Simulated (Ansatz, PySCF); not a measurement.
Dimer: boric acid (SMILES OB(O)O) (first 7 atoms) with NH3 (SMILES N); geometry from B3LYP-D3(BJ)/def2-TZVP, rigid monomers moved along the line of their centres of mass till H7···N8 is 3.40 Å.
(charge 0, multiplicity 1):
```xyz
11

O     -0.0024    -0.5718    -1.1977
B     -0.1552    -0.1962     0.1102
O     -1.3611     0.3833     0.4784
O      0.8779    -0.4118     0.9665
H     -0.7868    -0.3771    -1.7183
H     -1.3983     0.6214     1.4085
H      0.6982    -0.1194     1.8813
N      0.6413     0.6965     5.1829
H      0.5420     1.6898     5.3625
H     -0.0720     0.2135     5.7184
H      1.5403     0.4132     5.5593
```

Counterpoise-corrected where a basis set is named; no monomer relaxation.

Frozen-core correlation.

Codes used: Ansatz (Gaussian basis) for Hartree–Fock, density functionals and correlated methods; PySCF for the dispersion terms. Values without a source in brackets are computed.

PBE/def2-TZVPPD gives -128.1 meV for the interaction energy.

Problem. Predict the shift from PBE, with its sign, for: PBE-D3(BJ)/def2-TZVPPD, r2SCAN/def2-TZVPPD, PBE0/def2-TZVPPD, wB97M-V/def2-TZVPPD, MP2/aug-cc-pVDZ, CCSD(T)/aug-cc-pVDZ.

Solution. PBE-D3(BJ)/def2-TZVPPD -9.0; r2SCAN/def2-TZVPPD 2.4; PBE0/def2-TZVPPD 0.8; wB97M-V/def2-TZVPPD -4.8; MP2/aug-cc-pVDZ -3.8; CCSD(T)/aug-cc-pVDZ -2.4 meV. 2 of 6 lie above PBE; the widest gap is to PBE-D3(BJ)/def2-TZVPPD.

Ansatz is a first-principles code.
